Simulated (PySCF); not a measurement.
**A search over the determinants of LiBr⁺**

Unrestricted PBE0; basis Li jorge-DZP-DKH, Br jorge-DZP-DKH; spin-free X2C with a Gaussian nucleus; PySCF 2.14. Outer shells of the fragments: Li+ closed shells only; Br 3d10 4s2 4p5.

Followed along the bond (rough minima from three points):

```tsv
2Ms+1	unpaired	⟨S²⟩ at the start	R at minimum (Å)	Te (eV)
2	π ↑	0.75	2.68	0.00
2	σ ↑	0.75	3.22	0.59
4	σ ↑, π ↑↑	3.75	none in the scan	≤ 6.65
```

Solutions found at the starting distance of 2.500 Å, counted from the lowest of them; the search is not exhaustive and high or unbound solutions are not listed, so other states can lie among these:

```json
{"2Ms+1": "2", "unpaired": "π ↑", "term": "²Π", "E (eV)": "0.00", "⟨S²⟩": "0.75", "⟨Lz²⟩": "1.00", "μ (D)": "-9.37"}
{"2Ms+1": "2", "unpaired": "σ ↑", "term": "²Σ⁺", "E (eV)": "0.72", "⟨S²⟩": "0.75", "⟨Lz²⟩": "0.00", "μ (D)": "-9.44"}
{"2Ms+1": "4", "unpaired": "σ ↑, π ↑↑", "term": "⁴Σ⁻", "E (eV)": "7.66", "⟨S²⟩": "3.75", "⟨Lz²⟩": "0.00", "μ (D)": "-1.07"}
{"2Ms+1": "4", "unpaired": "σ ↑↑, π ↑", "term": "⁴Π", "E (eV)": "8.08", "⟨S²⟩": "3.75", "⟨Lz²⟩": "1.00", "μ (D)": "-0.97"}
{"2Ms+1": "4", "unpaired": "π ↑↑↑", "term": "⁴Π", "E (eV)": "8.99", "⟨S²⟩": "3.75", "⟨Lz²⟩": "1.00", "μ (D)": "-0.33"}
{"2Ms+1": "4", "unpaired": "σ ↑, π ↑↑", "term": "mixed", "E (eV)": "9.40", "⟨S²⟩": "3.75", "⟨Lz²⟩": "2.00", "μ (D)": "-0.35"}
```

A term symbol is given only where ⟨S²⟩ and ⟨Lz²⟩ are close to those of a pure state; real π, δ and φ orbitals otherwise mix terms. A positive dipole points towards Br; it is taken about the centre of mass and depends on that origin.

Compare the gap between the two lowest followed solutions at the starting distance with the gap between their minima.

At PBE0 the second solution (doublet, unpaired electrons σ ↑) lies +0.72 eV from the first (doublet, unpaired electrons π ↑) at 2.500 Å and +0.59 eV at the minima; the two curves relax by different amounts, since their minima lie near 3.22 and 2.68 Å.

Spin–orbit coupling is left out. Counting both spins, an empty level lies below a filled one in some of these solutions, because spin and occupation are held.
